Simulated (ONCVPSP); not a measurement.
# Configuration tests for technetium (ONCV)

Tc, optimised norm-conserving Vanderbilt (ONCV), made with ONCVPSP 4.0.1 (PBE, fully relativistic). Core [Ar] 3d10, reference 4s2 4p6 4d5 5s1.75 5p0.25. Waves: 4s+5s: rc 2.05 bohr, ncon 3, nbas 6, qcut 9.9 1/bohr, 2 projectors; 4p+5p: rc 2.10 bohr, ncon 4, nbas 9, qcut 8.3 1/bohr, 2 projectors; 4d: rc 1.50 bohr, ncon 4, nbas 8, qcut 8.1 1/bohr, 2 projectors, debl 1.2 Ha. Local part: polynomial inside 1.30 bohr (lpopt 5, dvloc0 0 Ha). Core correction: polynomial model core, fcfact 0.6.

Open shells are filled in proportion to 2j + 1.

Energies are relative to the spin-unpolarised reference configuration 4s2 4p6 4d5 5s1.75 5p0.25; without spin polarisation the order of configurations can differ from experiment.

| valence configuration | charge | ΔE all-electron (eV) | error AE − PS (meV) |
| --- | --- | --- | --- |
| 4s2 4p6 4d5 5s2 5p0 | 0 | -0.916 | 0.0 |
| 4s2 4p6 4d5 5s0 5p0 | +2 | 22.090 | -4.4 |

Question: What are ΔE and the potential's error for 4s2 4p6 4d5 5s1 5p0?

Answer: ΔE = 7.238 eV all-electron; the error (AE − PS) is -0.5 meV.

Question: What are ΔE and the potential's error for 4s2 4p6 4d5 5s1.5 5p0?

Answer: ΔE = 2.366 eV all-electron; the error (AE − PS) is 0.0 meV.

Levels in the configuration 4s2 4p6 4d5 5s1 5p0:

```json
{"level": "4s j=1/2", "all-electron (eV)": "-80.906", "pseudo (eV)": "-80.926"}
{"level": "4p j=3/2", "all-electron (eV)": "-51.974", "pseudo (eV)": "-51.980"}
{"level": "4p j=1/2", "all-electron (eV)": "-54.918", "pseudo (eV)": "-54.926"}
{"level": "4d j=5/2", "all-electron (eV)": "-13.977", "pseudo (eV)": "-13.976"}
{"level": "4d j=3/2", "all-electron (eV)": "-14.273", "pseudo (eV)": "-14.271"}
{"level": "5s j=1/2", "all-electron (eV)": "-11.393", "pseudo (eV)": "-11.394"}
```
